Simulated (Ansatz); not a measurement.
`C[CH](C)[Sn][F]` + `CC(C)C(C)Cl` → `C[CH](C)[Sn][CH](C)C` + `CC(F)Cl`  (formal exchange of groups at the Sn–F bond)

Isolated molecules relaxed with PBE0-D4/def2-TZVP in Ansatz; ΔE leaves out vibrations. CCSD(T)/CBS adds triple-zeta CCSD(T) − MP2 to the extrapolated MP2 energy (def2 sets, frozen cores). DFT in def2-TZVPP. Elements past krypton have def2 core potentials. For Sn outer-core shells are correlated without core-valence functions, which leaves a few kJ/mol of doubt a bond. Each species was taken in one conformer, which may not be the lowest.

(1) Is it downhill or uphill in electronic energy at CCSD(T)/CBS, and by how much? (Estimate.)

(2) What do these levels give: r2SCANh-D4, BHLYP-D4, CAM-B3LYP-D4, B2PLYP, BLYP, r2SCAN, r2SCAN0, BHLYP, HF/def2-SVP, CCSD/def2-SVP, CCSD(T)/def2-SVP, MP2/def2-TZVPP? (Best estimate.)

Largest T1 diagnostic among the species: 0.014.

## Answers

(1) Ansatz gave: Uphill: ΔE = +192.2 kJ/mol.

(2) The calculation gave: r2SCANh-D4 189.0, BHLYP-D4 188.0, CAM-B3LYP-D4 192.5, B2PLYP 191.2, BLYP 187.0, r2SCAN 190.3, r2SCAN0 189.3, BHLYP 193.0, HF/def2-SVP 185.4, CCSD/def2-SVP 186.9, CCSD(T)/def2-SVP 185.8, MP2/def2-TZVPP 189.6 kJ/mol.

Leaving LDA and LC-ωPBE aside and taking each functional with its dispersion term where it has one, the values, not all of them listed here, spread over 18.7 kJ/mol, from PBE-D4 to B97M-V. From BLYP to BHLYP (50 % exact exchange), in def2-TZVPP and without D4, ΔE moves by +5.9 kJ/mol.
